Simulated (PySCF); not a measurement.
C2H7S, charge +1. Atoms are numbered in the order given.

```xyz
10

C      0.0276     0.5224    -1.4362
S     -0.1047    -0.5928     0.0000
C      0.0276     0.5224     1.4362
H      0.8935     1.1883    -1.3308
H      0.1133    -0.1167    -2.3261
H     -0.9137     1.0878    -1.4744
H      1.1569    -1.1020     0.0000
H      0.8935     1.1883     1.3308
H      0.1133    -0.1167     2.3261
H     -0.9137     1.0878     1.4744
```
Charge +1, spin multiplicity 1.

Geometry: B3LYP-D3(BJ)/def2-SVP. The isomer is the one that the SMILES or the coordinates give; other isomers of the formula were not compared.

Computed with PySCF with r2SCAN/def2-TZVPD.

Symmetry labels are those of the subgroup Cs that the program uses (full group Cs).

Computed valence orbital energies around the gap with their symmetry:
```tsv
orbital	symmetry	energy (eV)
HOMO−7	A'	-22.45
HOMO−6	A'	-18.38
HOMO−5	A'	-17.25
HOMO−4	A"	-17.04
HOMO−3	A"	-16.24
HOMO−2	A'	-15.77
HOMO−1	A"	-15.50
HOMO	A'	-14.03
LUMO	A'	-6.37
LUMO+1	A"	-6.18
LUMO+2	A'	-5.06
LUMO+3	A'	-3.53
```
